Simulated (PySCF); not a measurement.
**A thermochemical cycle for KRb**

PBE in PySCF with def2-SVP on every atom (core potentials on Rb), for the lowest determinant that a PBE0 search found; no spin–orbit coupling. KRb, a singlet (closed shell), has De = 0.56 eV to neutral atoms, and KRb⁺, a doublet (σ ↑), has De = 0.75 eV to K + Rb⁺.

At the same level the Rb atom ionises at 4.29 eV.

Problem. What is the adiabatic ionisation energy of the molecule, and does ionisation strengthen or weaken the bond?

Solution. IE = IE(Rb) + De(neutral) − De(ion) = 4.29 + 0.56 − 0.75 = 4.10 eV. De changes by +0.19 eV, so ionisation strengthens the bond.

Closed-shell solutions of metal pairs were not tested for spin polarisation, which can lower them a little. Spin–orbit coupling is left out. For an ion De counts to the pair picked by the measured ionisation energies or electron affinities, which need not be the lowest pair at this level. States were picked by a PBE0 search and need not be the measured ground states.
